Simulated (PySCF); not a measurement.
Gas-phase reaction: InH3 + HBr = InBr + 4 H

Energies from PySCF, thermal terms from the rigid-rotor harmonic-oscillator model, ideal gas at 1 bar. † marks an energy on the PBE0/def2-TZVP geometry and frequencies; other levels use their own. MP2 and CCSD(T) freeze the core. Open shells (unrestricted): H (multiplicity 2); the rest are closed-shell singlets. In: scalar-relativistic def2 core potential, no spin-orbit coupling. Br: all electrons, no relativistic terms. InH3: computed as isolated molecules; such fragments, hydroxides, amides, oligomers or adducts are transient or little studied in the gas. MP2 isn't extrapolated to the basis-set limit; its ΔH°(298 K) is 595.1 kJ in def2-SVP and 610.6 kJ in def2-TZVPP. CCSD(T) isn't extrapolated to the basis-set limit; its ΔH°(298 K) is 641.9 kJ in def2-SVP and 674.3 kJ in def2-TZVPP. The harmonic model lacks anharmonicity and excited electronic states, which grow with temperature; levels with a mode under 35 cm⁻¹ are left out.

```tsv
level	ΔE electronic, kJ	ΔH°(298 K), kJ	ΔS°(298 K), J/K	ΔG°(1000 K), kJ
BLYP/def2-TZVP†	682	639	291	330
CCSD(T)/def2-SVP†	685	642	291	333
M06-2X/def2-TZVP†	679	636	291	327
MP2/def2-SVP†	638	595	291	286
PBE/def2-TZVP†	670	627	291	317
PBE0/def2-QZVP†	685	642	291	333
PBE0/def2-SVP†	675	632	291	323
PBE0/def2-TZVP	681	637	291	328
r2SCAN/def2-TZVP†	700	657	291	348
LDA/def2-TZVP†	785	742	291	433
ωB97M-V/def2-TZVP†	721	678	291	369
```
ΔH° is lowest at MP2/def2-SVP† and highest at LDA/def2-TZVP†. No reference value is set beside these.
